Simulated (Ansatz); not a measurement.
Method: frozen-core CCSD(T)/aug-cc-pVTZ // CAM-B3LYP-D3(BJ)/def2-TZVPD in Ansatz (an electronic-structure program).

Ansatz 0.2 input:
```yaml
crystal:
  periodic: [false, false, false]
  atoms:
    - { symbol: O, position_ang: [1.195087, -0.241766, 0.343749] }
    - { symbol: Si, position_ang: [-0.393698, 0.053273, 0.02924] }
    - { symbol: H, position_ang: [1.816029, -0.32999, -0.380965] }
    - { symbol: H, position_ang: [-1.056813, 0.130362, 1.34238] }
    - { symbol: H, position_ang: [-0.995373, -1.031808, -0.779279] }
    - { symbol: H, position_ang: [-0.572142, 1.327455, -0.704063] }
basis:
  gaussian: { orbitals: aug-cc-pVTZ }
correlation:
  method: ccsd_t
```

Output:

```
Functional definition: HF
1056 factors; integrals over basis functions are off by at most 1.0e-3 eV
mean field evaluation 1: about -9962.5950 eV, gradient 3.6e1 eV
mean field evaluation 2: about -9962.6025 eV, gradient 3.6e1 eV
mean field evaluation 4: about -9965.0324 eV, gradient 2.4e0 eV
mean field evaluation 8: about -9965.0566 eV, gradient 7.8e-2 eV
mean field evaluation 16: about -9965.0447 eV, gradient 3.1e-1 eV
mean field -9965.05664803 eV, -366.2090772569 hartree, gradient 5.6e-7 eV, S^2 0.000000; 0 other end points of the search recorded, 0 dependent functions left out
6 core orbitals not correlated
reference -9965.05664803 eV, -366.2090772569 hartree; 7, 7 occupied and 175, 175 virtual orbitals, 1056 factors
second order -10.47128819 eV of doubles, -0.00000000 eV of singles
cycle   1  -10.76778410 eV  change   -3.0e-1 eV  update   7.1e-2
cycle   2  -11.05194361 eV  change   -2.8e-1 eV  update   2.1e-2
cycle   3  -11.11445704 eV  change   -6.3e-2 eV  update   1.0e-2
cycle   4  -11.10682921 eV  change    7.6e-3 eV  update   2.1e-3
cycle   5  -11.10673061 eV  change    9.9e-5 eV  update   8.7e-4
cycle   6  -11.10699402 eV  change   -2.6e-4 eV  update   2.3e-4
cycle   7  -11.10688829 eV  change    1.1e-4 eV  update   8.8e-5
cycle   8  -11.10686347 eV  change    2.5e-5 eV  update   2.8e-5
cycle   9  -11.10687099 eV  change   -7.5e-6 eV  update   1.2e-5
perturbative correction -0.35710256 eV, -0.0131232770 hartree
Total energy: -9976.52062157 eV, -366.6303705141 hartree
```

Cost: around 30 core-seconds (rough).
